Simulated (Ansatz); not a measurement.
Consider the redistribution: `C[NH][GeH2][OH]` + `C[O][SnH2][Se]C` → `C[Se][GeH2][OH]` + `C[NH][SnH2][O]C`.

Calculated with Ansatz (gas phase, PBE0-D4/def2-TZVP geometries, no zero-point term in ΔE). CBS: MP2 limit from def2 TZ/QZ plus the TZ coupled-cluster correction, frozen cores. DFT in def2-TZVPP. B3LYP here is the variant with VWN-RPA as its local correlation; programs differ in this. Elements past krypton have def2 core potentials. For Ge, Se, Sn outer-core shells are correlated without core-valence functions, which leaves a few kJ/mol of doubt a bond. Scalar relativity is left out up to krypton. Each species was taken in one conformer, which may not be the lowest.

```tsv
level	ΔE (kJ/mol)	difference from CCSD(T)/CBS
PBE-D4	30.8	-4.5
r2SCAN-D4	31.7	-3.6
B2PLYP	32.5	-2.8
r2SCAN	31.6	-3.7
B3LYP	32.1	-3.2
CCSD/def2-TZVPP	31.6	-3.7
CCSD(T)/def2-TZVPP	31.1	-4.2
SCS-MP2/def2-QZVPP	34.6	-0.7
HF/CBS(def2)	37.0	1.7
MP2/CBS(def2)	36.9	1.6
CCSD(T)/CBS	35.3	0
```

Largest T1 diagnostic among the species: 0.013.

In def2-TZVPP, CCSD(T) changes the Hartree–Fock value by −5.4 kJ/mol (the triples alone add −0.6 kJ/mol) and MP2 by −3.9 kJ/mol.
